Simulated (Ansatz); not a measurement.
`C#CN(C)[SiH2]F` + `BN` → `BN[SiH2]F` + `C#CNC`  (ligand exchange at the Si–N bond)

Gas-phase electronic energies from Ansatz, PBE0-D4/def2-TZVP geometries. CCSD(T)/CBS is the MP2 limit (def2-TZVPP, def2-QZVPP) plus CCSD(T) − MP2 in def2-TZVPP, frozen cores. This one scheme is used for every species. Functionals use def2-TZVPP. Each species was taken in one conformer, which may not be the lowest.

```json
{"level": "r2SCAN-D4", "ΔE (kcal/mol)": "3.3"}
{"level": "HF/def2-QZVPP", "ΔE (kcal/mol)": "0.9"}
{"level": "MP2/def2-QZVPP", "ΔE (kcal/mol)": "3.9"}
{"level": "HF/CBS(def2)", "ΔE (kcal/mol)": "0.9"}
```

**Question.** What does CCSD(T)/CBS give? (Estimate.)

**Answer.** Computed: +3.3 kcal/mol. The listed levels differ from it by 0.0, -2.4, 0.6, -2.4 kcal/mol.

Largest T1 diagnostic among the species: 0.012.

The D4 term adds +1.1 kcal/mol with B3LYP and +0.7 kcal/mol with PBE0; it sums over pairs of atoms, weighted by their polarisabilities, and B3LYP, whose exchange is more repulsive, gets the larger term. In def2-TZVPP, CCSD(T) changes the Hartree–Fock value by +2.7 kcal/mol (the triples alone add +0.4 kcal/mol) and MP2 by +3.2 kcal/mol.

B3LYP here is the variant with VWN-RPA as its local correlation; programs differ in this.
